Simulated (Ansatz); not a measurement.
Input (CCSDT(Q)/cc-pV(D+d)Z; Ansatz, an electronic-structure program): A basis named .json is the Basis Set Exchange file of that set.

Ansatz 0.2 input:
```yaml
crystal:
  periodic: [false, false, false]
  atoms:
    - {symbol: Si, position_ang: [0.50538374, -0.61152148, -0.13600204]}
    - {symbol: O, position_ang: [-0.84209474, -1.53789305, -0.31915346]}
    - {symbol: Cl, position_ang: [-0.00054512, 1.36962751, 0.25509839]}
    - {symbol: H, position_ang: [1.18946867, -1.16023032, 1.06373396]}
    - {symbol: H, position_ang: [-1.51881588, -1.25899211, -0.94315018]}
basis:
  gaussian:
    orbitals: cc-pV_D+d_Z.json
magnetization: {spin_polarized: true, initial_magnetization: 1}
correlation: {method: ccsdt_q, electrons: outside_noble_gas}
```

Output:

```
Functional definition: HF
integrals: 0.11 GiB planned
1311 factors; integrals over basis functions are off by at most 1.2e-7 eV
mean field: 0.37 GiB planned
mean field evaluation 1: about -22434.0543 eV, gradient 2.3e1 eV
mean field evaluation 2: about -22434.0824 eV, gradient 2.3e1 eV
mean field evaluation 4: about -22436.4559 eV, gradient 2.2e0 eV
mean field evaluation 8: about -22436.5282 eV, gradient 1.4e-1 eV
mean field evaluation 16: about -22435.6672 eV, gradient 1.4e1 eV
mean field -22436.52872671 eV, -824.5272226810 hartree, gradient 2.9e-6 eV, S^2 0.754428; 0 other end points of the search recorded, 0 dependent functions left out
11 core orbitals not correlated
reference -22436.52872671 eV, -824.5272226810 hartree; 10, 9 occupied and 49, 50 virtual orbitals, 1311 factors
second order -10.99282303 eV of doubles, -0.00000000 eV of singles
coupled cluster: 4.02 GiB planned
cycle   1  -11.43905165 eV  change   -4.5e-1 eV  update   8.9e-2
cycle   2  -11.84440223 eV  change   -4.1e-1 eV  update   4.0e-2
cycle   3  -12.09556383 eV  change   -2.5e-1 eV  update   2.3e-2
cycle   4  -12.08331311 eV  change    1.2e-2 eV  update   7.7e-3
cycle   5  -12.07361302 eV  change    9.7e-3 eV  update   4.6e-3
cycle   6  -12.07651886 eV  change   -2.9e-3 eV  update   2.0e-3
cycle   7  -12.07755961 eV  change   -1.0e-3 eV  update   8.9e-4
cycle   8  -12.07745571 eV  change    1.0e-4 eV  update   4.0e-4
cycle   9  -12.07738872 eV  change    6.7e-5 eV  update   1.8e-4
cycle  10  -12.07747867 eV  change   -9.0e-5 eV  update   7.7e-5
cycle  11  -12.07735831 eV  change    1.2e-4 eV  update   3.9e-5
cycle  12  -12.07738620 eV  change   -2.8e-5 eV  update   1.9e-5
cycle  13  -12.07739871 eV  change   -1.3e-5 eV  update   8.2e-6
cycle  14  -12.07740314 eV  change   -4.4e-6 eV  update   4.3e-6
cycle  15  -12.07740776 eV  change   -4.6e-6 eV  update   1.9e-6
cycle  16  -12.07740791 eV  change   -1.5e-7 eV  update   9.1e-7
perturbative correction -0.02947959 eV, -0.0010833548 hartree
Total energy: -22448.63561420 eV, -824.9721425903 hartree
```
